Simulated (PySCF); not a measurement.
How the functional moves excitation energies

C₃H₁₂BN.
Atom-mapped SMILES: `[CH3:1][CH2:2][CH2:3][BH2-:4][NH3+:5]` (hydrogens: H6, H7, H8 on C1; H9, H10 on C2; H11, H12 on C3; H13, H14 on B4; H15, H16, H17 on N5)

Geometry (PBE0-D3(BJ)/def2-SVP, Å), atoms numbered from 1 in this order:
```xyz
17
C3H12BN angstrom
C      2.4906    0.2875   -0.0182
C      1.0345    0.2561    0.4245
C      0.1353   -0.6486   -0.4160
B     -1.4069   -0.7374    0.0509
N     -2.0689    0.7544   -0.1403
H      3.1060    0.9473    0.6143
H      2.5835    0.6395   -1.0589
H      2.9328   -0.7210    0.0222
H      0.6513    1.2980    0.4173
H      0.9757   -0.0617    1.4805
H      0.5458   -1.6743   -0.3904
H      0.2158   -0.3473   -1.4818
H     -2.1034   -1.4691   -0.6486
H     -1.5498   -0.9745    1.2501
H     -1.5589    1.4513    0.4050
H     -2.0388    1.0454   -1.1187
H     -3.0422    0.7664    0.1631
```

Linear-response calculations in the def2-SVPD basis (PySCF; singlets by full response, triplets Tamm–Dancoff, core orbitals frozen in the response; HF means time-dependent Hartree–Fock). 'Strongest' is the level of largest summed f among the singlets computed (10 roots, of which the last may lack a degenerate partner); it can jump between rows when another state enters that window. S1 is the lowest singlet of each run and needn't be the same state throughout; f(S1) is that of one state. Isolated species at its PBE0-D3(BJ)/def2-SVP geometry (one conformer only).

| functional | kind | S1 (eV) | f(S1) | strongest (eV) | T1 (eV) | HOMO (eV) | gap (eV) | ionisation energy, ΔSCF (eV) |
| --- | --- | --- | --- | --- | --- | --- | --- | --- |
| LDA | LDA | 5.08 | 0.002 | 6.62 | 5.02 | -6.10 | 5.06 | 9.33 |
| PBE | GGA | 5.12 | 0.001 | 6.92 | 5.05 | -6.08 | 5.10 | 9.12 |
| B3LYP | global hybrid, 20% exact exchange | 5.79 | 0.003 | 7.60 | 5.71 | -7.22 | 6.67 | 9.43 |
| PBE0 | global hybrid, 25% exact exchange | 6.06 | 0.004 | 7.87 | 5.96 | -7.39 | 7.19 | 9.40 |
| BHandHLYP | global hybrid, 50% exact exchange | 6.75 | 0.008 | 8.55 | 6.63 | -8.69 | 9.00 | 9.53 |
| CAM-B3LYP | range-separated hybrid | 6.44 | 0.008 | 8.25 | 6.32 | -8.83 | 9.28 | 9.59 |
| wB97X-D | range-separated hybrid | 6.69 | 0.014 | 8.48 | 6.65 | -9.29 | 10.77 | 9.51 |
| LC-wPBE | range-separated hybrid | 7.28 | 0.022 | 9.09 | 7.08 | -10.16 | 11.77 | 9.69 |
| HF | Hartree–Fock | 8.04 | 0.040 | 9.29 | 7.63 | -10.68 | 12.60 | not settled |

S1 runs from 5.08 eV (LDA) to 8.04 eV (HF), a spread of 2.97 eV, while the orbital gap spreads over 7.5 eV. Along PBE (0%), B3LYP (20%), PBE0 (25%), BHandHLYP (50%), HF (100%) S1 rises with the share of exact exchange. −ε(HOMO) comes closest to its own ΔSCF ionisation energy with wB97X-D (-0.22 eV) and misses most with LDA (-3.22 eV). 'Not settled' means that the ion's SCF failed to converge or may have ended in another state than the lowest.
